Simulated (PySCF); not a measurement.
## Molecular orbitals of CaIn⁺

PBE at R = 3.654 Å; PySCF, scalar-relativistic core potentials, basis sets Ca def2-SVP, In def2-SVP with ECP28. State: ¹Σ⁺ (singlet), closed shell. Only the outer orbitals are listed, counted within each symmetry, core potentials removing the inner ones.

| orbital | occ. | ε (eV) | on Ca (%) | main shells (%) |
| --- | --- | --- | --- | --- |
| 1δ | 2 | -23.24 | 0 | 100 In d |
| 1δ | 2 | -23.24 | 0 | 100 In d |
| 4π | 2 | -23.08 | 0 | 100 In d |
| 4π | 2 | -23.08 | 0 | 100 In d |
| 8σ | 2 | -23.03 | 0 | 100 In d |
| 9σ | 2 | -12.80 | 6 | 94 In s |
| 10σ | 2 | -8.18 | 71 | 68 Ca s, 26 In p |
| 5π | 0 | -6.94 | 36 | 63 In p, 32 Ca d |
| 5π | 0 | -6.94 | 36 | 63 In p, 32 Ca d |
| 11σ | 0 | -6.82 | 74 | 41 Ca d, 26 In p, 24 Ca s |

Problem. Which are the highest filled and the lowest empty level, where do they sit, and how wide is the gap?

Solution. Highest filled 10σ at -8.18 eV (in %: 68 Ca s, 26 In p); lowest empty 5π at -6.94 eV (in %: 63 In p, 32 Ca d); the gap at PBE is 1.24 eV.

* bond order (Mayer): 0.84
* ⟨S²⟩: 0.000
* charge on Ca (Mulliken, basis-dependent): 0.47
* charge on Ca (Löwdin, basis-dependent): 0.58
* dipole moment (positive dipole points towards In; it is taken about the centre of mass and depends on that origin): -6.68 D
* polarisability along the bond: 260.9 bohr³
* polarisability across the bond: 91.1 bohr³

Closed-shell solutions of metal pairs were not tested for spin polarisation, which can lower them a little. Spin–orbit coupling is left out.
